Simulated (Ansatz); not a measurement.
Species: WH₆, charge 0, multiplicity 1. 
Coordinates optimised at B3LYP-D3(BJ)/def2-TZVP (Ansatz, a quantum-chemistry and plane-wave program):
```
W
H 1 1.6678
H 1 1.6678 2 62.99
H 1 1.6678 2 62.99 3 71.80
H 1 1.7134 2 119.70 3 -38.66
H 1 1.7134 2 119.70 3 110.46
H 1 1.7134 2 67.71 3 -144.10
```
Charge 0, spin multiplicity 1.

Property: atomisation energy (electronic, to ground-state atoms), in eV. Valence correlation only, unless marked. Open shells are spin-unrestricted. No spin-orbit coupling. The frozen core is the preceding noble-gas configuration, with the filled d and f shells of earlier blocks. In def2 rows, elements after Kr have scalar-relativistic effective core potentials. The coupled-cluster limit lacks core correlation, which all-electron functionals hold. CBS marks a two-point X^-3 extrapolation of the correlation energy; Hartree-Fock from the larger set.

| level | program | atomisation energy (eV) |
|---|---|---|
| HF/def2-TZVPP | Ansatz | 11.02 |

### Question
Predict the CCSD(T)/CBS(def2-TZVPP,def2-QZVPP) result (Ansatz).

### Answer
17.76 eV
